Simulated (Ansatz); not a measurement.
Ge₅H₃. The state is a doublet with charge 0. Geometry PBE0-D4/def2-SVP, basis def2-TZVP, Ansatz.

```
atom   x (Å)   y (Å)   z (Å)
 Ge1   0.056  -0.870   1.175
 Ge2   1.519   1.142   1.150
 Ge3  -0.252  -0.429  -1.606
 Ge4  -0.506   1.580  -0.106
 Ge5  -2.259  -0.086   0.535
  H6   2.857   1.053   0.344
  H7  -1.898  -0.869  -1.080
  H8   0.483  -1.521  -0.412
```

| run | HOMO (eV) | LUMO (eV) |
| --- | --- | --- |
| A | -5.97 | -3.20 |
| B | -4.82 | -4.05 |
| C | -5.74 | -3.35 |
| D | -5.17 | -3.88 |
| E | -7.51 | 0.03 |

Another isomer (doublet) lies 0.15 eV lower at PBE0-D4/def2-TZVP; other spin states weren't run for this one.

HOMO and LUMO are taken over both spins.

The runs used HF, PBE, PBE0, r2SCAN, r2SCAN0. Estimate which is which.

A r2SCAN0 (25 % exact exchange); B PBE (0 % exact exchange); C PBE0 (25 % exact exchange); D r2SCAN (0 % exact exchange); E HF (100 % exact exchange). Exact exchange lowers occupied and raises empty levels; among semilocal functionals meta-GGAs tend to open the gap a little, and such runs are hard to tell apart. The gap grows from 0.77 eV (PBE) to 7.54 eV (HF).
